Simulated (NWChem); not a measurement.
All runs are NWChem calculations. System: boron oxyfluoride (BFO), charge 0, spin multiplicity 1, at a geometry optimised with PBE0/def2-SVP. Level: CAM-B3LYP/3-21G.

Input file:

```
start mol
memory heap 200 mb stack 900 mb global 1100 mb
geometry units angstroms nocenter noautoz
  F      0.000000     0.000000    -1.196212
  B      0.000000     0.000000     0.086519
  O      0.000000     0.000000     1.291664
  symmetry group C2v
end
basis spherical
  * library 3-21g
end
dft
  xc xcamb88 1.00 lyp 0.81 vwn_5 0.19 hfexch 1.00
  cam 0.33 cam_alpha 0.19 cam_beta 0.46
  direct
  iterations 100
end
task dft energy
```

Output (cleaned and shortened):

```
             Northwest Computational Chemistry Package (NWChem) 7.3.0
             --------------------------------------------------------

                                NWChem Input Module
                                -------------------

 Scaling coordinates for geometry "geometry" by  1.889725989
 (inverse scale =  0.529177249)

 Turning off AUTOSYM since
 SYMMETRY directive was detected!

                             Geometry "geometry" -> ""
                             -------------------------

 Output coordinates in angstroms (scale by  1.889725989 to convert to a.u.)

  No.       Tag          Charge          X              Y              Z
 ---- ---------------- ---------- -------------- -------------- --------------
    1 F                    9.0000     0.00000000     0.00000000    -1.19621200
    2 B                    5.0000     0.00000000     0.00000000     0.08651900
    3 O                    8.0000     0.00000000     0.00000000     1.29166400

 Effective nuclear repulsion energy (a.u.)      51.4427896179

            Nuclear Dipole moment (a.u.)
            ----------------------------
        X                 Y               Z
 ---------------- ---------------- ----------------
     0.0000000000     0.0000000000    -0.0000018897

      Symmetry information
      --------------------

 Group name             C2v
 Group number             16
 Group order               4
 No. of unique centers     3

      Symmetry unique atoms

     1    2    3


 Summary of "ao basis" -> "" (spherical)
 ------------------------------------------------------------------------------
       Tag                 Description            Shells   Functions and Types
 ---------------- ------------------------------  ------  ---------------------
 *                           3-21g                    on all atoms

                                 NWChem DFT Module
                                 -----------------

 Summary of "ao basis" -> "ao basis" (spherical)
 ------------------------------------------------------------------------------
       Tag                 Description            Shells   Functions and Types
 ---------------- ------------------------------  ------  ---------------------
 F                           3-21g                   5        9   3s2p
 B                           3-21g                   5        9   3s2p
 O                           3-21g                   5        9   3s2p

 Summary of "ao basis" -> "ao basis" (spherical)
 ------------------------------------------------------------------------------
       Tag                 Description            Shells   Functions and Types
 ---------------- ------------------------------  ------  ---------------------
 F                           3-21g                   5        9   3s2p
 B                           3-21g                   5        9   3s2p
 O                           3-21g                   5        9   3s2p

      Symmetry analysis of basis
      --------------------------

        a1         15
        a2          0
        b1          6
        b2          6

  int_init: cando_txs set to always be  F

            General Information
            -------------------
          SCF calculation type: DFT
          Wavefunction type:  closed shell.
          No. of atoms     :     3
          No. of electrons :    22
           Alpha electrons :    11
            Beta electrons :    11
          Charge           :     0
          Spin multiplicity:     1
[...]
 ---------------- ----- ----------------- --------- --------- ---------  ------
 d= 0,ls=0.0,diis     1   -198.6864902635 -2.50D+02  4.63D-02  1.07D+00     0.2
 d= 0,ls=0.0,diis     2   -198.5198873991  1.67D-01  2.72D-02  3.28D+00     0.2
 d= 0,ls=0.0,diis     3   -198.8275406685 -3.08D-01  4.34D-03  4.14D-02     0.3
 d= 0,ls=0.0,diis     4   -198.8301116222 -2.57D-03  1.52D-03  1.62D-02     0.4
 d= 0,ls=0.0,diis     5   -198.8312552646 -1.14D-03  3.84D-04  1.37D-04     0.5

 !! scf_movecs_sym_adapt:    2 vectors were symmetry contaminated

  Symmetry fudging
  Resetting Diis
 d= 0,ls=0.0,diis     6   -198.8312764721 -2.12D-05  1.86D-04  1.01D-05     0.5
 d= 0,ls=0.0,diis     7   -198.8312788771 -2.40D-06  1.83D-05  1.44D-07     0.6

 !! scf_movecs_sym_adapt:    2 vectors were symmetry contaminated

  Symmetry fudging
 d= 0,ls=0.0,diis     8   -198.8312788717  5.43D-09  8.39D-06  3.64D-07     0.7

         Total DFT energy =     -198.831278871665
      One electron energy =     -376.260299563944
           Coulomb energy =      149.002455775623
    Exchange-Corr. energy =      -23.016224701267
 Nuclear repulsion energy =       51.442789617922

 Numeric. integr. density =       21.999999257265

     Total iterative time =      0.6s

                  Occupations of the irreducible representations
                  ----------------------------------------------

                     irrep           alpha         beta
                     --------     --------     --------
                     a1                7.0          7.0
                     a2                0.0          0.0
                     b1                2.0          2.0
                     b2                2.0          2.0

                       DFT Final Molecular Orbital Analysis
                       ------------------------------------

 Vector    9  Occ=2.000000D+00  E=-4.793488D-01  Symmetry=a1
              MO Center=  5.3D-16, -3.0D-16,  1.4D+00, r^2= 6.4D-01
   Bfn.  Coefficient  Atom+Function         Bfn.  Coefficient  Atom+Function
  ----- ------------  ---------------      ----- ------------  ---------------
    23      0.454652  3 O  pz                24      0.440681  3 O  s
    27      0.392244  3 O  pz                14     -0.260228  2 B  pz
    11     -0.165415  2 B  s                 15     -0.116900  2 B  s
    10      0.110576  2 B  s                 19     -0.102938  3 O  s
    20      0.094052  3 O  s                 18      0.089975  2 B  pz

 Vector   10  Occ=2.000000D+00  E=-4.141823D-01  Symmetry=b1
              MO Center= -7.6D-16, -4.0D-45,  8.5D-01, r^2= 1.3D+00
   Bfn.  Coefficient  Atom+Function         Bfn.  Coefficient  Atom+Function
  ----- ------------  ---------------      ----- ------------  ---------------
    25      0.482137  3 O  px                21      0.450894  3 O  px
     7     -0.243905  1 F  px                12      0.223546  2 B  px
     3     -0.201134  1 F  px                16      0.139621  2 B  px

 Vector   11  Occ=2.000000D+00  E=-4.141823D-01  Symmetry=b2
              MO Center=  5.8D-47,  2.9D-16,  8.5D-01, r^2= 1.3D+00
   Bfn.  Coefficient  Atom+Function         Bfn.  Coefficient  Atom+Function
  ----- ------------  ---------------      ----- ------------  ---------------
    26      0.482137  3 O  py                22      0.450894  3 O  py
     8     -0.243905  1 F  py                13      0.223546  2 B  py
     4     -0.201134  1 F  py                17      0.139621  2 B  py

 Vector   12  Occ=0.000000D+00  E= 7.332002D-02  Symmetry=a1
              MO Center=  3.8D-19,  1.5D-16, -5.7D-02, r^2= 2.2D+00
   Bfn.  Coefficient  Atom+Function         Bfn.  Coefficient  Atom+Function
  ----- ------------  ---------------      ----- ------------  ---------------
    15      1.385610  2 B  s                  6     -0.551917  1 F  s
    24     -0.519745  3 O  s                  9     -0.313422  1 F  pz
    27      0.281652  3 O  pz                 5     -0.203841  1 F  pz
    23      0.188304  3 O  pz                10     -0.126892  2 B  s
    14     -0.105089  2 B  pz                 1      0.074166  1 F  s

 Vector   13  Occ=0.000000D+00  E= 1.177341D-01  Symmetry=b1
              MO Center= -9.4D-17, -9.6D-48,  2.2D-01, r^2= 2.0D+00
   Bfn.  Coefficient  Atom+Function         Bfn.  Coefficient  Atom+Function
  ----- ------------  ---------------      ----- ------------  ---------------
    16      0.703425  2 B  px                25     -0.464225  3 O  px
    12      0.451032  2 B  px                21     -0.313006  3 O  px
     7     -0.264152  1 F  px                 3     -0.211500  1 F  px

 Vector   14  Occ=0.000000D+00  E= 1.177341D-01  Symmetry=b2
              MO Center=  3.4D-52,  2.6D-17,  2.2D-01, r^2= 2.0D+00
   Bfn.  Coefficient  Atom+Function         Bfn.  Coefficient  Atom+Function
  ----- ------------  ---------------      ----- ------------  ---------------
    17      0.703425  2 B  py                26     -0.464225  3 O  py
    13      0.451032  2 B  py                22     -0.313006  3 O  py
     8     -0.264152  1 F  py                 4     -0.211500  1 F  py

 center of mass
 --------------
 x =   0.00000000 y =   0.00000000 z =  -0.04574315

 moments of inertia (a.u.)
 ------------------
         192.575171696631           0.000000000000           0.000000000000
           0.000000000000         192.575171696631           0.000000000000
           0.000000000000           0.000000000000           0.000000000000

     Multipole analysis of the density
     ---------------------------------

     L   x y z        total         alpha         beta         nuclear
     -   - - -        -----         -----         ----         -------
     0   0 0 0     -0.000000    -11.000000    -11.000000     22.000000

     1   1 0 0      0.000000      0.000000      0.000000      0.000000
     1   0 1 0      0.000000      0.000000      0.000000      0.000000
     1   0 0 1     -0.679906     -0.339952     -0.339952     -0.000002

     2   2 0 0    -10.291657     -5.145829     -5.145829      0.000000
     2   1 1 0      0.000000      0.000000      0.000000      0.000000
     2   1 0 1      0.000000      0.000000      0.000000      0.000000
     2   0 2 0    -10.291657     -5.145829     -5.145829      0.000000
     2   0 1 1      0.000000      0.000000      0.000000      0.000000
     2   0 0 2    -14.731499    -54.259008    -54.259008     93.786516

 Task  times  cpu:        0.7s     wall:        0.7s

 Total times  cpu:        0.7s     wall:        0.7s
```
